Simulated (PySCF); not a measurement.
**From a log to its input**

A PySCF 2.14 run on the atoms Cl 0 0 -1.8156; Sn 1.5124 0 0.2649; Sn -1.5124 0 0.2649 (angstrom) printed this (some set-up lines and the per-cycle HOMO/LUMO lines with their warnings removed):

```
PySCF version 2.14.0

[INPUT] verbose = 4
[INPUT] num. atoms = 3
[INPUT] num. electrons = 14
[INPUT] charge = 1
[INPUT] spin (= nelec alpha-beta = 2S) = 0
[INPUT] symmetry False subgroup None
[INPUT] Mole.unit = angstrom

nuclear repulsion = 14.3203162036987
number of shells = 12
number of NR pGTOs = 36
number of NR cGTOs = 24
basis = lanl2dz
ecp = {'Cl': 'lanl2dz', 'Sn': 'lanl2dz'}

******** <class 'pyscf.scf.hf.RHF'> ********
method = RHF
initial guess = minao
damping factor = 0
level_shift factor = 0
DIIS = <class 'pyscf.scf.diis.CDIIS'>
diis_start_cycle = 1
diis_space = 8
diis_damp = 0
SCF conv_tol = 1e-09
SCF conv_tol_grad = None
SCF max_cycles = 50
direct_scf = True
direct_scf_tol = 1e-13
Set gradient conv threshold to 3.16228e-05
Initial guess from minao.
init E= -4.81499254055659
cycle= 1 E= -20.7873041512883  delta_E=  -16  |g|= 0.772  |ddm|= 4.96
cycle= 2 E= -20.9655618591482  delta_E= -0.178  |g|= 0.321  |ddm|= 1.19
cycle= 3 E= -21.0002040383614  delta_E= -0.0346  |g|= 0.0347  |ddm|= 0.366
cycle= 4 E= -21.0020731861106  delta_E= -0.00187  |g|= 0.0138  |ddm|= 0.103
cycle= 5 E= -21.0025666908629  delta_E= -0.000494  |g|= 0.00481  |ddm|= 0.066
cycle= 6 E= -21.0026460397431  delta_E= -7.93e-05  |g|= 0.000925  |ddm|= 0.0336
cycle= 7 E= -21.0026485527388  delta_E= -2.51e-06  |g|= 0.000272  |ddm|= 0.00563
cycle= 8 E= -21.0026487135924  delta_E= -1.61e-07  |g|= 3.8e-05  |ddm|= 0.00127
cycle= 9 E= -21.0026487156178  delta_E= -2.03e-09  |g|= 3.07e-06  |ddm|= 0.000145
cycle= 10 E= -21.002648715625  delta_E= -7.13e-12  |g|= 3.25e-07  |ddm|= 1.08e-05
Extra cycle  E= -21.0026487156251  delta_E= -1.49e-13  |g|= 1.11e-07  |ddm|= 8.46e-07
converged SCF energy = -21.0026487156251

******** <class 'pyscf.mp.mp2.RMP2'> ********
nocc = 7, nmo = 24
E(RMP2) = -21.091649073111  E_corr = -0.0890003574858935
E(SCS-RMP2) = -21.0972827517523  E_corr = -0.0946340361271521
E_corr(same-spin) = -0.0140381456029847
E_corr(oppo-spin) = -0.0749622118829088

WARN: System has nonzero charge 1; the dipole moment is origin-dependent.
Location of origin: [0. 0. 0.]

Dipole moment(X, Y, Z, Debye):  0.00000,  0.00000,  4.43366
orbital energies (hartree): [-0.6209 -0.6004 -0.4478 -0.2226 -0.1738 -0.1487]
```

Question: Write the input that gave this log.

Answer: The input was:

```python
from pyscf import gto, scf, mp

mol = gto.M(
    atom='Cl 0 0 -1.8156; Sn 1.5124 0 0.2649; Sn -1.5124 0 0.2649',
    basis='lanl2dz',
    ecp={'Cl': 'lanl2dz', 'Sn': 'lanl2dz'},
    charge=1,
    spin=0,
    verbose=4,
)
mf = scf.RHF(mol)
mf.kernel()
mp.MP2(mf).kernel()
mf.dip_moment()
print('orbital energies (hartree):', mf.mo_energy[..., max(0, mol.nelec[1]-3):mol.nelec[0]+3].round(4))
```

The dipole of an ion depends on the origin.
